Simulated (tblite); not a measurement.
C5H13NOSi2.
Atom-mapped SMILES: `[CH3:1][CH:2]([CH3:3])[Si@H:4]([C:5]#[N:6])[CH2:7][SiH2:8][OH:9]` (hydrogens: H10, H11, H12 on C1; H13 on C2; H14, H15, H16 on C3; H17 on Si4; H18, H19 on C7; H20, H21 on Si8; H22 on O9)

Computed geometry: GFN2-xTB, gas phase.

Question: What internal coordinates does the optimisation give?

Answer: 
```json
{"bond": "C1–C2", "length (pm)": "152.8"}
{"bond": "C2–C3", "length (pm)": "152.7"}
{"bond": "C2–Si4", "length (pm)": "191.2"}
{"bond": "Si4–C5", "length (pm)": "187.6"}
{"bond": "C5≡N6", "length (pm)": "114.7"}
{"bond": "Si4–C7", "length (pm)": "189.3"}
{"bond": "C7–Si8", "length (pm)": "191.2"}
{"bond": "Si8–O9", "length (pm)": "161.6"}
{"bond": "C1–H10, C1–H11, C1–H12", "length (pm)": "108.9"}
{"bond": "C2–H13", "length (pm)": "109.6"}
{"bond": "C3–H14, C3–H15, C3–H16", "length (pm)": "108.9"}
{"bond": "Si4–H17", "length (pm)": "147.0"}
{"bond": "C7–H18", "length (pm)": "108.9"}
{"bond": "C7–H19", "length (pm)": "109.1"}
{"bond": "Si8–H20", "length (pm)": "146.5"}
{"bond": "Si8–H21", "length (pm)": "145.7"}
{"bond": "O9–H22", "length (pm)": "95.6"}
```

Bonds in one row agree within 1 pm and their mean is given. A selection of angles:
```json
{"angle": "C2–C1–H10", "degrees": "110.5"}
{"angle": "C2–C1–H11", "degrees": "110.9"}
{"angle": "H10–C1–H11", "degrees": "107.9"}
{"angle": "C1–C2–C3", "degrees": "110.3"}
{"angle": "C1–C2–Si4", "degrees": "111.9"}
{"angle": "C1–C2–H13", "degrees": "107.6"}
{"angle": "C3–C2–Si4", "degrees": "110.7"}
{"angle": "C3–C2–H13", "degrees": "107.7"}
{"angle": "Si4–C2–H13", "degrees": "108.4"}
{"angle": "C2–C3–H14", "degrees": "110.7"}
{"angle": "H14–C3–H15", "degrees": "108.0"}
{"angle": "C2–Si4–C5", "degrees": "106.4"}
{"angle": "C2–Si4–C7", "degrees": "114.1"}
{"angle": "C2–Si4–H17", "degrees": "111.2"}
{"angle": "C5–Si4–C7", "degrees": "106.1"}
{"angle": "C5–Si4–H17", "degrees": "105.0"}
{"angle": "C7–Si4–H17", "degrees": "113.2"}
{"angle": "Si4–C5–N6", "degrees": "175.6"}
{"angle": "Si4–C7–Si8", "degrees": "115.3"}
{"angle": "Si4–C7–H18", "degrees": "108.6"}
{"angle": "Si4–C7–H19", "degrees": "109.4"}
{"angle": "Si8–C7–H18", "degrees": "108.9"}
{"angle": "Si8–C7–H19", "degrees": "108.1"}
{"angle": "H18–C7–H19", "degrees": "106.1"}
{"angle": "C7–Si8–O9", "degrees": "111.9"}
{"angle": "C7–Si8–H20", "degrees": "107.8"}
{"angle": "C7–Si8–H21", "degrees": "110.6"}
{"angle": "O9–Si8–H20", "degrees": "111.8"}
{"angle": "O9–Si8–H21", "degrees": "101.5"}
{"angle": "H20–Si8–H21", "degrees": "113.2"}
{"angle": "Si8–O9–H22", "degrees": "123.9"}
```

Dihedral angles: C1–C2–Si4–C5 53° (synclinal); C2–Si4–C7–Si8 160° (antiperiplanar); Si4–C7–Si8–O9 -66° (synclinal); H22–O9–Si8–C7 55° (synclinal).

Si4 (SiH silicon) is distorted tetrahedral (angles from 105.0° to 114.1°). H22 on O9 lies 2.39 Å from N6, 6 bonds away (angle at H 152°; Bondi radii sum to 2.75 Å). Of the pairs four or more bonds apart, those above aside, C5···H22 is among the closest relative to their van der Waals radii: 2.54 Å, 87 % of the sum of Bondi's values. The 4 C–Si bonds span 1.876 Å (Si4–C5, drawn single) to 1.912 Å (C2–Si4, drawn single), a spread of 0.036 Å. Si8 (oxygen-bound silicon) is distorted tetrahedral (angles from 101.5° to 113.2°).

Point group: C1 (no symmetry element, even within 0.4 Å). Its GFN2-xTB frequencies are all real (lowest 29 cm⁻¹). One conformer, not necessarily the lowest (C1–C2–Si4–C5 53°, C2–Si4–C7–Si8 160°, Si4–C7–Si8–O9 -66°, C7–Si8–O9–H 55°). 3 starts were optimised and ended at 0.00, 0.69 and 2.41 kcal/mol (GFN2-xTB); the lowest of these is shown.
